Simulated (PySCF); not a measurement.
# Cd³⁴⁺: ionisation energy

Cd³⁴⁺ [Ne] 3s2 3p2 (3P) → Cd³⁵⁺ [Ne] 3s2 3p1 (2P), as a difference of total energies. All numbers are calculated (PySCF 2.14, the non-relativistic Hamiltonian (point nucleus), in an even-tempered Gaussian basis (16 s from 5.3 bohr⁻², ratio 2.5; 10 p from 6.9 bohr⁻², ratio 2.5; 4 d from 29 bohr⁻², ratio 2.7; 4 f from 43 bohr⁻², ratio 2.7)). Correlated levels: outer shells: 1s2 frozen; virtual orbitals above 40 to 60 times the deepest correlated orbital energy dropped. The calculations carry no spin-orbit coupling.

```json
{"method": "UHF", "ionisation energy (eV)": "2140.6"}
{"method": "LDA", "ionisation energy (eV)": "2142.1"}
{"method": "PBE", "ionisation energy (eV)": "2142.5"}
{"method": "PBE0", "ionisation energy (eV)": "2142.3"}
{"method": "r2SCAN", "ionisation energy (eV)": "2142.6"}
{"method": "r2SCAN0", "ionisation energy (eV)": "2142.5"}
{"method": "BLYP", "ionisation energy (eV)": "2142.9"}
{"method": "MP2 (outer shells)", "ionisation energy (eV)": "2140.9"}
{"method": "SCS-MP2 (outer shells)", "ionisation energy (eV)": "2140.7"}
```

Spin-orbit coupling is strong in these open shells (close to jj coupling). The scalar numbers leave it out and a first-order estimate fails, so it can dominate the gap to the real levels.

The gap to the reference is mostly relativistic.

For comparison: 2195 ± 4 eV (semi-empirical (NIST evaluation); NIST Atomic Spectra Database, ionization energies).
